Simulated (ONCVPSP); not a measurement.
Before and after: ONCV potential for bismuth (Bi)

bismuth (Bi), optimised norm-conserving Vanderbilt (ONCV), made with ONCVPSP 4.0.1 (PBE, scalar-relativistic). Core [Xe] 4f14 5d10, reference 6s1.75 6p3.25. Waves: 6s: rc 1.55 bohr, ncon 3, nbas 6, qcut 3.8 1/bohr, 3 projectors, debl 3 Ha; 6p: rc 2.60 bohr, ncon 5, nbas 9, qcut 3.1 1/bohr, 2 projectors, debl 0.4 Ha. Local part: polynomial inside 1.05 bohr (lpopt 4, dvloc0 0 Ha). Core correction: Teter function, fcfact 3.25, rcfact 1.3.

All-electron outer shells of the reference configuration (PBE, scalar-relativistic, ld1.x):

```csv
shell,level (eV),outermost node (bohr),outermost maximum (bohr)
5p,-96.30,0.48,0.86
5d,-27.50,0.51,1.03
6s,-14.74,0.98,1.86
6p,-4.74,1.14,2.44
```

Change: local potential polynomial inside 1.05 bohr (lpopt 4, dvloc0 9.5 Ha).

Cutoffs: the cutoffs (Ha) at which the residual kinetic energy of the hardest occupied pseudo-wave falls to 1 and 0.1 mHa per electron; they do not see the model core or the augmentation charge, which bear on the density cutoff. Errors are all-electron minus pseudo energies relative to the spin-unpolarised reference configuration.

**Question.** Predict the effect on cutoff, ghosts and configuration errors.

**Answer.** The potential gets neither clearly harder nor softer (38 Ha and 49 Ha → 38 Ha and 49 Ha); the bound ghosts move from p, s to s; the lowest positive-energy flag moves from s at 143.2 eV to p at 45.0 eV; the errors of the 4 common tests hardly move. In the separable form a ghost depends on how the local part lies against the semilocal potential of the channel, so the choice of the local part can create or remove one.

| quantity | base | changed |
| --- | --- | --- |
| cutoff, loose | 38 Ha | 38 Ha |
| cutoff, tight | 49 Ha | 49 Ha |
| bound ghosts | s, p | s |
| GHOST(+) flags under 300 eV | s at 143.2 eV | p at 45.0 eV |
| error for 6s2 6p3, meV [ΔE -2.49 eV] | +0.2 | +0.2 |
| error for 6s2 6p2, meV [ΔE 5.43 eV] | -3.7 | -3.7 |
| error for 6s2 6p1, meV [ΔE 20.67 eV] | -45 | -45 |
| error for 6s2 6p2.5, meV [ΔE 0.61 eV] | +0.5 | +0.5 |
| s: phases at 1.57 bohr within 0.05 rad from the reference energy up to (Ha; the scan ends near 5) | to the end of the scan | to the end of the scan |
| p: phases at 2.65 bohr within 0.05 rad from the reference energy up to (Ha; the scan ends near 5) | 2.2 | 1.5 |
| rms error of d²Exc/dni dnj with the model core, mHa | 2.83 | 2.82 |

 A true bound ghost makes a file unfit for plane-wave use even where its test errors are small: the radial tests pick states by their node count and pass the ghost by.
